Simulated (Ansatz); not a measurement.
**A barrier at the coupled-cluster level**

Start structure (AlH6O3F, singlet), relaxed at PBE0-D4/def2-TZVP:

Al1  (-0.671, -0.092, -0.168)
H2  (0.216, -1.393, -0.596)
O3  (-0.871, 1.136, -1.344)
O4  (-1.969, -0.434, 0.875)
H5  (1.581, 0.416, 0.690)
O6  (0.727, 0.897, 0.737)
H7  (1.549, -1.315, -0.214)
F8  (2.390, -1.028, 0.167)
H9  (-1.704, 1.328, -1.770)
H10  (-2.061, -1.251, 1.359)
H11  (0.812, 1.735, 0.264)
(Å)

The step: AlH₅O₃ ([OH][AlH]([OH])[OH2]) + HF → AlH₄O₃F ([OH][Al]([OH])([OH2])[F]) + H₂; bonds formed: Al1–F8, H2–H7; bonds broken: Al1–H2, H7–F8. Computed with Ansatz 0.2.0 (basis: def2-TZVPP and def2-QZVPP); correlated methods freeze the cores. Extrapolation: Hartree–Fock as exp(−7.88 √X), correlation as X^−2.97. Energies below are by CCSD(T) at an estimated basis limit (MP2 extrapolated from triple and quadruple zeta, plus CCSD(T) − MP2 in triple zeta).

Question: What are the electronic barrier and the energy of the step, from the start structure to the end structure? (Judge from chemistry; the value comes from the calculation.)

Answer: Computed: Barrier 12.99 kcal/mol; step energy -33.04 kcal/mol (downhill); reverse barrier, their difference, 46.04 kcal/mol. Barrier and step energy count from the start structure, the reverse barrier from the end structure.

The saddle point: One imaginary mode of 332i cm⁻¹.
| pair | start (Å) | saddle (Å) | end (Å) |
| --- | --- | --- | --- |
| Al1–F8 | 3.22 | 2.26 | 1.67 |
| H2–H7 | 1.39 | 1.13 | 0.75 |
| Al1–H2 | 1.63 | 1.71 | 2.95 |
| H7–F8 | 0.97 | 1.06 | 3.09 |

Zero-point energy (harmonic, PBE0-D4): ZPE is 45.86 kcal/mol at the start and 44.46 kcal/mol at the saddle, so the barrier goes from 12.99 to 11.59 kcal/mol.

The T1 diagnostic stays at or below 0.012.

Labels in which every atom is bracketed show which atoms are joined, not bond orders.

For scale, one of the runs: CCSD(T)/def2-TZVPP, 250 basis functions, launched by `ansatz run in.yaml --threads 8 --pin off --events-out ev --progress --plain --max-ram 19148MiB`. Time: 85 s of wall clock on 8 CPU threads of an Arm Neoverse V2; the host was shared. Peak host memory: 5.7 GiB.
